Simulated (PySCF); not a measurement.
Molecule: 2-methyl-1-fluorobenzene, C$_{7}$H$_{7}$F.

Mapped SMILES: `[CH3:1][c:2]1[cH:3][cH:4][cH:5][cH:6][c:7]1[F:8]`. Hydrogens are named by the atom that carries them.

Geometry PBE0-D3(BJ)/def2-SVP throughout; GIAO in PySCF 2.14, gas phase, one conformer, non-relativistic; equivalent atoms averaged; functional PBE0.

(1) How do the shifts δ (against TMS at the same level) depend on the basis set? (a selection of nuclei; ppm; last column core-seconds on shared hosts with different chips, so compare them loosely)

(2) Which nucleus among those listed moves most, in ppm?

(3) Taking the largest basis, def2-TZVP (290 functions), as the yardstick, rank the others by their worst heavy-atom deviation.

Answers

(1) 
| basis set | functions | C7 | C5 | C2 | C4 | C6 | C1 | H(C3) | H(C6) | H(C1) | core-s |
| --- | --- | --- | --- | --- | --- | --- | --- | --- | --- | --- | --- |
| STO-3G | 47 | 128.2 | 110.8 | 107.9 | 106.1 | 102.6 | 22.9 | 6.79 | 6.68 | 2.04 | 4.8 |
| pcSseg-0 | 86 | 177.9 | 138.1 | 133.4 | 133.4 | 126.9 | 20.7 | 7.21 | 6.92 | 2.53 | 7.5 |
| 6-31G | 86 | 157.6 | 123.8 | 123.1 | 120.1 | 113.5 | 18.5 | 7.23 | 6.90 | 2.35 | 9.7 |
| 6-31G* | 126 | 154.8 | 121.7 | 119.5 | 116.9 | 109.9 | 17.7 | 7.12 | 6.73 | 2.18 | 15 |
| cc-pVDZ | 147 | 161.1 | 127.2 | 126.3 | 122.6 | 114.8 | 18.1 | 7.12 | 6.79 | 2.17 | 16 |
| def2-SVP | 147 | 160.8 | 125.5 | 123.5 | 120.8 | 113.1 | 17.3 | 7.07 | 6.83 | 2.15 | 15 |
| pcSseg-1 | 171 | 169.1 | 133.0 | 130.3 | 128.5 | 119.8 | 17.6 | 7.29 | 7.09 | 2.33 | 20 |
| aug-cc-pVDZ | 247 | 160.1 | 125.9 | 126.3 | 121.6 | 113.2 | 17.1 | 7.44 | 7.17 | 2.36 | 38 |
| 6-311+G(2d,p) | 258 | 167.4 | 130.9 | 130.0 | 126.6 | 118.1 | 16.8 | 7.37 | 7.14 | 2.28 | 42 |
| def2-TZVP | 290 | 169.8 | 132.5 | 131.5 | 127.8 | 119.1 | 17.4 | 7.39 | 7.12 | 2.29 | 48 |

(2) C7 (aromatic carbon bearing fluorine): from 128.2 ppm with STO-3G to 177.9 ppm with pcSseg-0. The smallest spread is 0.49 ppm, at H(C1). Proton shifts span only some 12 ppm, so a few tenths of a ppm matter as much there as several ppm in carbon.

(3) pcSseg-1 1.2 ppm (171 functions), 6-311+G(2d,p) 2.4 ppm (258 functions), pcSseg-0 8.1 ppm (86 functions), cc-pVDZ 8.7 ppm (147 functions), def2-SVP 8.9 ppm (147 functions), aug-cc-pVDZ 9.7 ppm (247 functions), 6-31G 12.1 ppm (86 functions), 6-31G* 15.0 ppm (126 functions), STO-3G 41.5 ppm (47 functions).

A small basis that lands close on one nucleus may do so by chance; judge by the trend and by all nuclei.
